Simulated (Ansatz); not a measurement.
C4H7F, SMILES CC/C=C\F.

Geometry: B3LYP-D3(BJ)/def2-SVP. Other conformers were not sampled.

Two levels are set side by side: PBE/def2-SVPD (Ansatz, a program for electronic structure) and PBE0/def2-SVPD (Ansatz). Energy differences of separate SCF runs at the same geometry; the states with an electron removed or added have multiplicity 2 and 2. Differences are taken from unrounded values.

| quantity | PBE |
|---|---|
| vertical ionisation energy (eV) | 9.43 |
| vertical singlet–triplet gap (eV) | 4.44 |

Problem. These are the PBE values. What does PBE0 give? (An estimate is asked for; the answer gives what the named calculation found.)

Solution. 
```csv
quantity,PBE0,PBE minus PBE0
vertical ionisation energy (eV),9.56,-0.13
vertical singlet–triplet gap (eV),4.32,0.12
```
